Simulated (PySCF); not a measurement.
Numbering as in the mapped SMILES `[CH2:1]=[CH:2]/[CH:3]=[CH:4]/[CH2:5][O:6][SiH3:7]` (H(Xn): hydrogen on atom n). Ha(C1) is cis to C3; Hb(C1) is trans to C3.

In vacuum, one averaged value for each set of equivalent atoms, a single conformation, relativity neglected. Geometry: GFN2-xTB; shielding tensors at PBE0/pcSseg-1 (GIAO); PySCF 2.14.0 with density-fitted response routines.

References, each an isolated molecule treated in the same way: 13C (σref 186.93) and 1H (σref 31.72) and 29Si (σref 349.16) vs TMS; 17O (σref 336.08) against H2O.

```json
{"atoms": "O6", "nucleus": "17O", "count": "1", "δ (ppm)": "?"}
{"atoms": "C2", "nucleus": "13C", "count": "1", "δ (ppm)": "145.3"}
{"atoms": "Hb(C1)", "nucleus": "1H", "count": "1", "δ (ppm)": "5.45"}
{"atoms": "C1", "nucleus": "13C", "count": "1", "δ (ppm)": "125.1"}
{"atoms": "C4", "nucleus": "13C", "count": "1", "δ (ppm)": "142.6"}
{"atoms": "C3", "nucleus": "13C", "count": "1", "δ (ppm)": "139.5"}
{"atoms": "H(C5)", "nucleus": "1H", "count": "2", "δ (ppm)": "?"}
{"atoms": "H(C4)", "nucleus": "1H", "count": "1", "δ (ppm)": "6.18"}
{"atoms": "H(C3)", "nucleus": "1H", "count": "1", "δ (ppm)": "?"}
{"atoms": "Ha(C1)", "nucleus": "1H", "count": "1", "δ (ppm)": "?"}
{"atoms": "H(Si7)", "nucleus": "1H", "count": "3", "δ (ppm)": "4.91"}
{"atoms": "Si7", "nucleus": "29Si", "count": "1", "δ (ppm)": "-38.3"}
{"atoms": "H(C2)", "nucleus": "1H", "count": "1", "δ (ppm)": "6.64"}
{"atoms": "C5", "nucleus": "13C", "count": "1", "δ (ppm)": "70.9"}
```

Problem. Estimate the values marked ?.

Solution. 
- H(C3): 6.34 ppm, hydrogen on an alkene CH; attached to an sp2 carbon and in the plane of the double bond
- Ha(C1): 5.52 ppm, hydrogen on a terminal =CH2 carbon; attached to an sp2 carbon and in the plane of the double bond
- H(C5): 4.38 ppm, hydrogen on an allylic sp3 CH2 bonded to O; its carbon carries O, an electronegative neighbour
- O6: 16.4 ppm, oxygen bonded to C, Si

Shifts are as computed. Against solution values, carbons near 30 ppm lie about +3 ppm off and those near 130 ppm about +5 ppm. Of 1309 compounds with measured shifts, 239 miss one by over three times the rms of a fit or turn the order of signals round; such compounds aren't used in these exercises. Experimental scales use liquid or dissolved standards, which lie at an offset from isolated H2O (liquid H2O: subtract about 36 ppm).
